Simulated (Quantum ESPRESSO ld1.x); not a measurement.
Problem. Coherent X-ray form factor from a spherical all-electron density. All-electron calculation, scalar-relativistic Kohn-Sham, LDA (Slater exchange, VWN5 correlation), spin-unpolarised, spherical densities, point nucleus. Program: ld1.x of Quantum ESPRESSO 7.5.

sin(theta)/lambda (1/angstrom),f0 (electrons)
0.05,67.345
0.1,65.490
0.15,62.721
0.2,59.396
0.25,55.850
0.3,52.329
0.4,45.886
0.5,40.457
0.6,35.903
0.8,28.697
1,23.473
1.25,19.169
1.5,16.503
2,13.000

The species is in the configuration that NIST lists as its ground one. Which atom or ion scatters so?

Solution. The ytterbium ion Yb2+, [Xe] 4f14. Extrapolating in s^2 from the first two rows gives f0(0) = 68.0, near the electron count 68; among species with that count, the fall with angle is slower the higher Z, and the table is that of Z = 70; from so few rows the species is fixed only to a neighbour or two.
